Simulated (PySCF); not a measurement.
These 4 structures share the formula C6H12Si. Computed with PBE0-D3(BJ)/def2-SVP geometry optimisation, gas phase in PySCF 2.14.0. Energies are electronic, without zero-point or thermal terms, for one conformer each. No frequencies were run at this level. Point groups hold within 0.08 Å.

Question: Order them by energy at this level, lowest first, and give relative energies in kcal/mol.
A. `C#C[SiH2]C(C)(C)C`
B. `C=C[Si](C)(C)C=C` (Si(vinyl)2Me2)
C. `[CH2:1]=[CH:2][SiH:3]1[CH2:4][CH2:5][CH2:6][CH2:7]1` with C1–C2–Si3–C4 -50°, C2–Si3–C4–C5 106°, Si3–C4–C5–C6 37°, C4–C5–C6–C7 -50°, C5–C6–C7–Si3 37°
D. `[CH2:1]=[C:2]([CH3:3])[CH:4]1[CH2:5][SiH2:6][CH2:7]1` with C1–C2–C4–C5 3°, C2–C4–C5–Si6 151°, C4–C5–Si6–C7 -20°, C5–Si6–C7–C4 19°, C2–C4–C7–Si6 -153°

Answer: C (0.0), B (10.6), D (17.4), A (33.0).

As drawn, the lowest has a C=C bond outside aromatic rings, which the highest lacks; the highest has a C≡C bond, which the lowest lacks.

| SMILES | E (Eh) | E rel (kcal/mol) | dipole (D) | point group | A, B, C (MHz) |
| --- | --- | --- | --- | --- | --- |
| C=C[SiH]1CCCC1 | -524.68816 | 0.0 | 0.56 | C1 | 3495, 1516, 1436 |
| C=C[Si](C)(C)C=C | -524.67129 | 10.6 | 0.07 | near C2 | 2090, 1825, 1421 |
| C=C(C)C1C[SiH2]C1 | -524.66040 | 17.4 | 0.46 | C1 | 4550, 1347, 1121 |
| C#C[SiH2]C(C)(C)C | -524.63562 | 33.0 | 0.82 | Cs | 3412, 1364, 1258 |

Question: How do the relative energies change in single points at PBE0/pcSseg-1 (no added dispersion term) on the same geometries?

Answer: 
```tsv
SMILES	PBE0-D3(BJ)/def2-SVP (kcal/mol)	PBE0/pcSseg-1 (kcal/mol)	shift
C=C[SiH]1CCCC1	0.0	0.0	0.0
C=C[Si](C)(C)C=C	10.6	7.5	-3.1
C=C(C)C1C[SiH2]C1	17.4	17.5	+0.1
C#C[SiH2]C(C)(C)C	33.0	30.3	-2.7
```

Each column counts from its own lowest isomer. The order is unchanged; the largest shift is 3.1 kcal/mol.

Question: As an exercise, what shares would exp(−E/RT) give at 2000 K from these electronic energies alone (no entropy, no degeneracies)?

Answer: RT = 3.974 kcal/mol: C=C[SiH]1CCCC1 92.4 %, C=C[Si](C)(C)C=C 6.4 %, C=C(C)C1C[SiH2]C1 1.2 %, C#C[SiH2]C(C)(C)C under 0.1 %.
